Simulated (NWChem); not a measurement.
# C2H4BF2N; SMILES C/C=N/B(F)F

```xyz
10

C     -0.5831     2.3620     0.0000
C      0.6478     1.5127     0.0000
N      0.6895     0.2611     0.0000
B      0.0238    -0.9620     0.0000
F     -0.2613    -1.5917     1.1350
F     -0.2613    -1.5917    -1.1350
H     -1.4963     1.7519     0.0000
H     -0.5820     3.0223    -0.8828
H     -0.5820     3.0223     0.8828
H      1.6034     2.0750     0.0000
```
Atoms are numbered in this order, from 1.

All runs: NWChem. Pople sets run with spherical d functions. Geometry: optimised at PBE0/def2-SVP. Atomic charges in e: unrestrained fits to the electrostatic potential beside Mulliken populations; buried atoms are poorly determined by the fit.

For level Hartree-Fock/6-31G*:

* **Mulliken C1**: -0.57
* **Mulliken C2**: 0.17
* **ESP N3**: -0.78
* **Mulliken N3**: -0.54
* **ESP B4**: 1.06
* **Mulliken B4**: 0.95
* **Mulliken F5**: -0.40

### Question
What are these values for level B3LYP/def2-SVP?

### Answer
Mulliken C1: 0.04
Mulliken C2: -0.02
ESP N3: -0.61
Mulliken N3: -0.02
ESP B4: 0.85
Mulliken B4: 0.10
Mulliken F5: -0.12
